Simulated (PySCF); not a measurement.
Stepwise substitution at one centre (Ga F-H). All species are isolated molecules in the gas phase. Strings in code marks are SMILES.

Calculation: PBE-D3(BJ)/def2-TZVP // B3LYP-D3(BJ)/def2-TZVP run with PySCF. 

| species | dipole moment (D) | HOMO–LUMO gap (eV) | HOMO (eV) |
|---|---|---|---|
| 1 of 3 F replaced by H (`[F][GaH][F]`) | 2.42 | 6.50 | -8.70 |
| 2 of 3 F replaced by H (`[F][GaH2]`) | 2.13 | 5.11 | -7.55 |
| 3 of 3 F replaced by H (`[GaH3]`) | 0.00 | 4.69 | -7.34 |
